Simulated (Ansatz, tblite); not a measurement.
Removing and adding an electron: In₅O₁₂H₉. Total charge 0; singlet. Geometry: PBE-D4/def2-SVP. Ansatz, gas phase; energy differences of separate SCF runs; the oxidised species was run as a doublet alone; the reduced species was run as a doublet alone.

Cartesian coordinates in Å:
```
In 1.566 0.649 -0.048
In -0.995 -1.002 1.541
In -1.680 2.111 -0.375
In 0.733 -2.143 -1.503
In 1.720 0.723 3.475
O -2.657 -1.455 0.467
O -0.071 -1.091 3.397
O 0.318 1.839 -1.353
O 0.459 1.563 1.652
O -1.144 4.075 -0.421
O -3.273 1.004 -0.842
O 2.047 -0.421 -1.919
O -0.966 1.205 1.509
O 1.556 -3.885 -2.110
O 3.081 0.894 1.369
O 0.752 -1.275 0.417
O -1.271 -1.815 -1.849
H -2.254 -1.713 -0.421
H -0.697 -0.931 4.132
H 0.500 2.804 -1.243
H -1.003 4.361 0.503
H -3.157 0.139 -0.354
H 1.660 0.153 -2.615
H 2.528 -3.817 -2.025
H 3.882 0.357 1.208
H -1.636 -2.331 -2.592
```

In the def2 sets In takes a core potential; there is no spin–orbit coupling. The xTB rows come from tblite. Single mean-field runs in def2-TZVP are fitted with def2-universal-jkfit. The structure holds one bond between oxygen atoms, so isomers without such links may lie far lower. HOMO above LUMO, or a gap near zero within one spin, warns that the state may not be the lowest or that an electron is smeared out.

```
           level  −HOMO (eV)  vertical IE (eV)  −LUMO (eV)  vertical EA (eV)  HOMO–LUMO gap (eV)  IE − EA (eV)                                     remarks
        GFN1-xTB       10.04             12.52        7.59              5.83                2.45          6.68                                           –
PBE-D4/def2-TZVP        5.88              7.98        3.42              1.72                2.46          6.26  gap within one spin near zero (+1 doublet)
B97M-V/def2-TZVP        5.99              8.15        3.37              1.70                2.62          6.45  gap within one spin near zero (+1 doublet)
```

**Question.** Estimate the rows for GFN2-xTB, PBE0-D4/def2-TZVP.

**Answer.** 
```csv
level,−HOMO (eV),vertical IE (eV),−LUMO (eV),vertical EA (eV),HOMO–LUMO gap (eV),IE − EA (eV)
GFN2-xTB,11.51,13.72,9.54,7.56,1.97,6.16
PBE0-D4/def2-TZVP,6.85,8.43,2.61,1.44,4.24,6.99
```

   Raw xTB energy differences between charge states are shifted by several eV; the methods need an empirical correction for them. Sets without diffuse functions give affinities that are too small.
